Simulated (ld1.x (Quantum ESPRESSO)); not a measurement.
## Before and after: TM semilocal potential for Zn

```
Element                 : Zn (Z = 30)
Generator               : ld1.x (Quantum ESPRESSO) 7.5
Type                    : norm-conserving Troullier–Martins (semilocal form)
Functional              : PBE
Relativity              : scalar-relativistic
Frozen core             : [Ne] 3s2
Valence charge          : 18
Reference configuration : 3p6 3d10 4s2 4p0
Partial waves           : 4s (bound): rc 2.30 bohr; 3d (bound): rc 1.30 bohr; 3p (bound): rc 0.75 bohr
Local potential         : the p channel
Core correction         : Bessel-smoothed model core, default radius (core density twice the valence density)
```

All-electron outer shells of the reference configuration (PBE, scalar-relativistic, ld1.x):

| shell | level (eV) | outermost node (bohr) | outermost maximum (bohr) |
| --- | --- | --- | --- |
| 2p | -1004.03 | – | 0.15 |
| 3s | -129.23 | 0.28 | 0.59 |
| 3p | -83.40 | 0.25 | 0.59 |
| 3d | -10.14 | – | 0.57 |
| 4s | -5.98 | 0.85 | 2.09 |
| 4p | -1.12 | 0.92 | 3.08 |

Change: all radii but the core radius scaled by about 1.25 (s 2.86, p 0.94, d 1.62 bohr).

Cutoffs: the cutoffs (Ry, on a coarse ladder) from which the occupation-weighted sum of valence levels, in a spherical-Bessel basis at the reference potential, stays within 10 and 1 mRy of its value at 400 Ry; they do not see the model core or the augmentation charge, which bear on the density cutoff. Errors are all-electron minus pseudo energies relative to the spin-unpolarised reference configuration.

Task: How do hardness, ghosts and transferability respond?

Result: Of the 7 tests that both files solve, the error grows in 6 and shrinks in 1 by more than 15 % and 0.3 meV (median size 15.9 → 78.5 meV); neither file shows a bound ghost. A semilocal file is local in each channel, so a ghost entry of none says nothing of the separable form that plane-wave codes build from it.

```tsv
quantity	base	changed
cutoff, loose	200 Ry	140 Ry
cutoff, tight	over 300 Ry	200 Ry
loose cutoff by channel (10 mRy a level)	s 8 Ry, d 140 Ry, p 140 Ry	s 6 Ry, d 100 Ry, p 90 Ry
bound ghosts	none	none
error for 3p6 3d10 4s1 4p0, meV [ΔE 9.89 eV]	-3.9	-1.9
error for 3p6 3d10 4s0 4p0, meV [ΔE 28.33 eV]	-35	-78
error for 3p6 3d9 4s0 4p0, meV [ΔE 68.86 eV]	-93	-503
error for 3p6 3d10 4s0 4p1, meV [ΔE 16.21 eV]	-15	-27
error for 3p6 3d10 4s0 4p2, meV [ΔE 10.56 eV]	-7.2	-12
error for 3p6 3d9 4s2 4p0, meV [ΔE 17.90 eV]	-16	+155
error for 3p6 3d8 4s0 4p0, meV [ΔE 130.68 eV]	-267	-1003
```
